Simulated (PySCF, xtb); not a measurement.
AsH5, SMILES [AsH5].

GFN2-xTB (xtb 6.7.1) at its own geometry gives an orbital gap of 5.37 eV and a dipole moment of 0.00 D.

Geometry optimised at PBE0-D3(BJ)/def2-TZVP.

Task: What does PySCF with HF/def2-TZVPD give? (An estimate is asked for; the answer gives what the named calculation found.)

Result: gap 10.28 eV (levels -8.67 and 1.61 eV), dipole 0.00 D.
